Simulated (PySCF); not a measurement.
Mg(Cl)(SeH) (ClHMgSe), SMILES [Cl][Mg][SeH]. Heavy atoms are numbered as in [Mg:1]([Cl:2])[SeH:3]. Hydrogens are named by the atom that carries them.

The structure is a stationary point at ωB97X-D3(BJ)/def2-TZVP. Other conformers were not sampled.

All values below come from PBE0/pcSseg-2 (PySCF).

GIAO shieldings, no solvent; atoms alike by connectivity are averaged. δ = σ(ref) − σ: ³⁵Cl against HCl (σ = 943.3 ppm); ⁷⁷Se against Me2Se (σ = 1739.2 ppm); ¹H against TMS (σ = 31.54 ppm), references at their B3LYP-D3(BJ)/def2-TZVP geometries, non-relativistic (without spin–orbit terms, shifts of atoms bonded to Cl or Br come out too high).

| nucleus | atoms | count | δ (ppm) |
|---|---|---|---|
| ³⁵Cl | Cl2 | 1 | -94.4 |
| ⁷⁷Se | Se3 (SeH) | 1 | -725.9 |
| ¹H | H on Se3 | 1 | -0.88 |
